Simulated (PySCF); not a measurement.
Electron correlation in Cr (chromium, neutral)

[Ar] 3d5 4s1, high-spin 7S determinant. Computed with PySCF 2.14 in def2-TZVPPD, with the non-relativistic Hamiltonian (point nucleus). Frozen: [Ne]; 14 electrons correlated.

| level | correlation energy (mhartree) |
| --- | --- |
| CCSD | -407.71 |
| (T) | -10.26 |
| CCSD(T) | -417.97 |

Diagnostics: T1 = 0.017, D1 = 0.0571, largest double amplitude 0.025.

Cost of the coupled-cluster step: roughly 18 core-seconds, for 14 correlated electrons.

This basis was not built for core-valence correlation, so the inner-shell part is incomplete.
